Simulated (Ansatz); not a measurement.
Hg3⁻, relaxed as a quartet with UKS r2SCAN/def2-TZVPD in Ansatz, starting from the r2SCAN/def2-TZVPD geometry of the charge -1 doublet. Force threshold 0.02 eV/Å.

In the def2 sets Hg takes a core potential; there is no spin–orbit coupling. The highest occupied level of the charge -1 quartet lies above zero (up to 0.83 eV). It is a level of α spin, whose loss leaves a triplet; that state wasn't run at this geometry and level. The electron is either unbound and held by the finite basis, or the level is raised by self-interaction error. The relaxation made no stability test and no search for a lower SCF solution. At r2SCAN/def2-TZVPD a doublet of charge -1 lies 2.73 eV below the quartet, each at its own geometry. The structure comes from a short search, and lower isomers may exist.

Start:

```xyz
3

Hg    0.229   -1.757   -0.166
Hg   -1.611    0.714   -0.247
Hg    1.382    1.043    0.412
```

```tsv
step	energy (eV)	largest force component (eV/Å)	SCF passes
1	-12534.7065	0.877	68
2	-12534.9225	0.557	32
3 (rejected)	-12534.8158	1.825	36
4	-12534.9782	0.217	31
5	-12534.9860	0.051	30
6	-12534.9867	0.014	27
7	-12534.9868	0.013	29
8	-12534.9869	0.021	29
9 (rejected)	-12534.9842	0.531	41
10	-12534.9947	0.230	34
11	-12535.0243	0.411	38
12	-12535.1050	0.504	39
13	-12535.2112	0.283	31
14	-12535.2773	0.145	31
15	-12535.3343	0.164	32
16	-12535.3821	0.243	32
17	-12535.4234	0.221	37
18	-12535.4615	0.169	33
19	-12535.4876	0.056	33
20	-12535.4937	0.020	26
21	-12535.4939	0.007	27
```

Force components are those of the run's own axes.

End:

Cartesian coordinates in Å:
```
Hg -0.970 -2.420 -0.495
Hg -0.002 0.001 0.000
Hg 0.972 2.419 0.495
```

Bonds lost: Hg1–Hg3 (atoms count from 1).

The force fell under the threshold at step 6, but the optimiser went on and released 0.507 eV more. No frequencies were taken in this run, so the end may be a saddle point.

Run time 75 s (4 threads of Arm Neoverse V2 on a shared host).
